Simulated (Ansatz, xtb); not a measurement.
## Two isomers of C5H6NP

Structure X: `CC1=NC=PC=C1`, a singlet. Structure Y: `CC1=PC=NC=C1`, a singlet. Both are isolated molecules in the gas phase, relaxed with r2SCAN-D4/def2-SVP.

Quicker runs give these differences E(Y) − E(X): GFN2-xTB +1.42 kcal/mol; HF/STO-3G +2.08 kcal/mol (at GFN2-xTB geometries); r2SCAN-D4/def2-SVP//GFN2-xTB +1.68 kcal/mol.

Problem. Estimate E(Y) − E(X) at the level CCSD(T)/def2-SVP + ΔMP2/def2-TZVPP.

Solution. Calculated at CCSD(T)/def2-SVP + ΔMP2/def2-TZVPP: E(Y) − E(X) = +1.55 kcal/mol, so structure X lies lower.

How the difference moves with the method:

| level | geometry | E(Y) − E(X) (kcal/mol) | departure from the last row (kcal/mol) | job, with rough time for the two |
| --- | --- | --- | --- | --- |
| GFN2-xTB | GFN2-xTB | +1.42 | −0.13 | optimisation, 0.13 s |
| HF/STO-3G | GFN2-xTB | +2.08 | +0.53 | single point, 0.36 s |
| r2SCAN-D4/def2-SVP//GFN2-xTB | GFN2-xTB | +1.68 | +0.13 | single point, 3.9 s |
| r2SCAN-D4/def2-SVP | r2SCAN-D4/def2-SVP | +1.62 | +0.07 | optimisation, 25 s |
| HF/def2-SVP | r2SCAN-D4/def2-SVP | +1.81 | +0.26 | part of the CCSD(T) run |
| MP2/def2-SVP | r2SCAN-D4/def2-SVP | +1.52 | −0.03 | part of the CCSD(T) run |
| CCSD(T)/def2-SVP | r2SCAN-D4/def2-SVP | +1.58 | +0.03 | single point |
| CCSD(T)/def2-SVP + ΔMP2/def2-TZVPP | r2SCAN-D4/def2-SVP | +1.55 |  | single point, 52 s |

As drawn, both hold the same kinds of bond in the same numbers.

The levels shown agree on the order. The largest departure from CCSD(T)/def2-SVP + ΔMP2/def2-TZVPP is that of HF/STO-3G, 0.53 kcal/mol. The last row adds to CCSD(T) the change of the MP2 difference between the two basis sets, here −0.03 kcal/mol.

With thermal terms from frequencies at re-optimised GFN2-xTB minima (ideal gas, soft modes damped towards free rotors, one conformer each, 298.15 K, 1 atm): on the last row, ΔE + ΔZPE = +1.62, ΔH = +1.64, ΔG = +1.60 kcal/mol.

The correlated steps freeze 11 core orbitals. Codes used: Ansatz 0.2.0, xtb 6.7.1; the last row on 4 threads of Arm Neoverse V1 on a shared host.
